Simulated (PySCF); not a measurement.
## Correlation energy of Hg⁺ (mercury, charge +1)

[Xe] 4f14 5d10 6s1, 2S determinant. Computed with PySCF 2.14 in aug-cc-pVTZ-PP with ECP60MDF (6s6p5d3f2g, 88 functions), with a scalar-relativistic core potential. Frozen: 5s2 5p6; 11 electrons correlated.

```tsv
level	correlation energy (mhartree)
CCSD	-360.01
(T)	-13.67
CCSD(T)	-373.68
```

Diagnostics: T1 = 0.0086, D1 = 0.0366, largest double amplitude 0.017.

Cost of the coupled-cluster step: of the order of 30 core-seconds, for 11 correlated electrons.

Iterations:

```
CC2 = 0
CCSD nocc = (np.int64(6), np.int64(5)), nmo = (84, 84)
frozen orbitals [[0, 1, 2, 3], [0, 1, 2, 3]]
max_cycle = 100
direct = 0
conv_tol = 1e-08
conv_tol_normt = 1e-06
diis_space = 8
diis_start_cycle = 0
Init t2, MP2 energy = -0.390392307446444
Init E_corr(UCCSD) = -0.390392307459266
cycle = 1  E_corr(UCCSD) = -0.35326664929309  dE = 0.0371256582  norm(t1,t2) = 0.0491398
cycle = 2  E_corr(UCCSD) = -0.360284423065875  dE = -0.00701777377  norm(t1,t2) = 0.00988498
cycle = 3  E_corr(UCCSD) = -0.359699760663341  dE = 0.000584662403  norm(t1,t2) = 0.00364899
cycle = 4  E_corr(UCCSD) = -0.359998995075388  dE = -0.000299234412  norm(t1,t2) = 0.0011417
cycle = 5  E_corr(UCCSD) = -0.360013561542919  dE = -1.45664675e-05  norm(t1,t2) = 0.000114153
cycle = 6  E_corr(UCCSD) = -0.360005990620723  dE = 7.5709222e-06  norm(t1,t2) = 3.25455e-05
cycle = 7  E_corr(UCCSD) = -0.360006427919481  dE = -4.37298758e-07  norm(t1,t2) = 5.96794e-06
cycle = 8  E_corr(UCCSD) = -0.360006580569076  dE = -1.52649594e-07  norm(t1,t2) = 8.35289e-07
cycle = 9  E_corr(UCCSD) = -0.360006569820977  dE = 1.07480986e-08  norm(t1,t2) = 1.86842e-07
cycle = 10  E_corr(UCCSD) = -0.360006564779226  dE = 5.04175102e-09  norm(t1,t2) = 4.48962e-08
UCCSD converged
E(UCCSD) = -152.5882438168458  E_corr = -0.360006564779226
UCCSD(T) correction = -0.0136667514113071
```
